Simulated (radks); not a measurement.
The numbers below are computed, except where a source is named.
These are the eigenvalues of the occupied orbitals of an atom or ion with whole-number occupations (eV). Code: a radial shooting solver on a logarithmic mesh with Libxc functionals. Model: Dirac Kohn-Sham, BLYP, spin-unpolarised, spherical densities, finite nucleus; Fermi nuclear charge, rms radius of each element as measured or else 0.836 A^(1/3) + 0.57 fm.

1s1/2: -65203.61
2s1/2: -11160.64
2p1/2: -10662.56
2p3/2: -9470.476
3s1/2: -2558.574
3p1/2: -2337.220
3p3/2: -2081.815
3d3/2: -1706.137
3d5/2: -1650.438
4s1/2: -530.8201
4p1/2: -440.0157
4p3/2: -381.2762
4d3/2: -231.7547
4d5/2: -220.9558
5s1/2: -81.2957
5p1/2: -54.8870
5p3/2: -46.5302
4f5/2: -35.9624
4f7/2: -34.1346
5d3/2: -13.3121
6s1/2: -12.8878
6p1/2: -8.1207

Which element is it, and in what charge state? The configuration may be excited. Open shells, if any, fill j = l - 1/2 first.

Answer. Z = 72, hafnium, charge +1: Hf+ in [Xe] 4f13 5d2 6s1 6p1. The list shows which subshells hold electrons but not how many an open one holds; the 1s level, -2396.2 hartree, gives Z - s = 69.2 by -(Z - s)^2/2, which with screening and relativity narrows Z to a few neighbours, and the depths of the outer levels then fix element, charge and occupations together.
